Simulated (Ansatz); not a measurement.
Single points on ZrO3H2.

```yaml
crystal:
  periodic: [false, false, false]
  atoms:
    - {symbol: Zr, position_ang: [-0.326754, 0.432205, 0.373632]}
    - {symbol: O, position_ang: [-0.803173, 0.461483, -1.550105]}
    - {symbol: O, position_ang: [-1.222339, -0.822379, 1.241781]}
    - {symbol: O, position_ang: [1.618223, 0.314583, 0.736834]}
    - {symbol: H, position_ang: [-1.405134, -0.085430, -2.074909]}
    - {symbol: H, position_ang: [2.139176, -0.300452, 1.272757]}
basis:
  gaussian: {orbitals: def2-TZVP, initial_orbitals: start.molden}
hamiltonian: {xc: {name: r2SCANh}, dispersion: d4}
scf: {omitted_lower_state_checks: [starts]}
output: {orbitals: {seedname: orbitals}}
```

The file start.molden holds the orbitals of an earlier run on this structure, at another level or in another basis.

```sh
$ ansatz run in.yaml --threads 4 --pin off --events-out ev --progress --plain --max-ram 3916MiB
```

Output, abridged:

```
Functional definition: r2SCANh
862 factors; their error is unknown
mean field evaluation 1: about -7458.0291 eV, gradient 3.5e0 eV
mean field evaluation 2: about -7458.0444 eV, gradient 1.8e-2 eV
mean field evaluation 4: about -7458.0561 eV, gradient 5.0e-5 eV
mean field -7458.05611500 eV, -274.0785069743 hartree, gradient 1.5e-5 eV, S^2 0.000000; 0 other end points of the search recorded, 0 dependent functions left out
reference -7458.05613959 eV, -274.0785078781 hartree; 19, 19 occupied and 126, 126 virtual orbitals, 862 factors
Total energy: -7458.08413337 eV, -274.0795366303 hartree
Checks for a lower state left out: starts
```

Run time 2.5 s (4 threads of Arm Neoverse V1 on a shared host).

As the first input, with `gaussian: {orbitals: def2-TZVPD, initial_orbitals: start.molden}`, `hamiltonian: {xc: r2scan, dispersion: d4}` (abridged; 3.1 s):

```
Functional definition: r2SCAN
mean field -7459.11104776 eV, -274.1172750380 hartree, gradient 8.4e-6 eV, S^2 0.000000
Total energy: -7459.13686401 eV, -274.1182237679 hartree
Checks for a lower state left out: starts
```

First input, but with `gaussian: {orbitals: def2-TZVPD, initial_orbitals: start.molden}`, `hamiltonian: {xc: pbe0, dispersion: d4}` (abridged; 1.9 s):

```
Functional definition: PBE0
mean field -7454.33322424 eV, -273.9416932625 hartree, gradient 1.7e-5 eV, S^2 0.000000
Total energy: -7454.42901837 eV, -273.9452136317 hartree
Checks for a lower state left out: starts
```

As the first input, with `hamiltonian: {xc: {name: PBE-QIDH}}` and without the key `output` (abridged; 2.5 s):

```
Functional definition: PBE-QIDH
mean field -7440.62913600 eV, -273.4380773083 hartree, gradient 2.3e-6 eV, S^2 0.000000
3 core orbitals not correlated: weight in the atoms' cores, before any rotation towards them, 1.000 or more for the frozen orbitals, at most 0.000 for the correlated occupied ones
second order -32.39360102 eV of doubles, -0.00000000 eV of singles
Total energy: -7451.42702456 eV, -273.8348923940 hartree
Checks for a lower state left out: starts
```

The first input with `gaussian: {orbitals: def2-TZVPD, initial_orbitals: start.molden}`, `hamiltonian: {xc: pbe, dispersion: d4}` (abridged; 1.6 s):

```
Functional definition: PBE
mean field -7455.60424687 eV, -273.9884024826 hartree, gradient 5.1e-5 eV, S^2 0.000000
Total energy: -7455.71720893 eV, -273.9925537617 hartree
Checks for a lower state left out: starts
```

As the first input, with `hamiltonian: {xc: r2scan, dispersion: d4}` (abridged; 2.2 s):

```
Functional definition: r2SCAN
mean field -7459.02678219 eV, -274.1141783355 hartree, gradient 1.6e-5 eV, S^2 0.000000
Total energy: -7459.05260529 eV, -274.1151273168 hartree
Checks for a lower state left out: starts
```

As the first input, with `hamiltonian: {xc: {name: B97M-V}}` (abridged; 4.6 s):

```
Functional definition: B97M-V
mean field -7459.52385029 eV, -274.1324452513 hartree, gradient 1.3e-5 eV, S^2 0.000000
Total energy: -7459.52395788 eV, -274.1324492050 hartree
Checks for a lower state left out: starts
```

Geometry: PBE-D4/def2-TZVP.

In the def2 sets Zr takes a core potential; there is no spin–orbit coupling. Correlated methods freeze 3 core orbitals; core or outer-core shells of Zr are correlated, in sets that lack core-valence functions. The structure comes from a short search, and lower isomers may exist.
